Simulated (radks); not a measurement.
Question: B+, configuration [He] 2s1 2p1 (not the ground configuration). Method: scalar-relativistic Kohn-Sham, SCAN, spin-unpolarised, spherical densities, finite nucleus; meta-GGA in the generalised Kohn-Sham scheme; Fermi nuclear charge, rms radius 2.406 fm; computed with a radial shooting solver on a logarithmic mesh with Libxc functionals. Some entries of the table are withheld. Estimate them.

orbital,occ.,eigenvalue (eV),<r> (bohr)
1s,2,(1),(2)
2s,1,(3),(4)
2p,1,(5),(6)

Answer: 
(1) 1s eigenvalue (eV): -197.4463
(2) 1s <r> (bohr): 0.3276
(3) 2s eigenvalue (eV): -19.9572
(4) 2s <r> (bohr): 1.795
(5) 2p eigenvalue (eV): -13.1257
(6) 2p <r> (bohr): 1.869
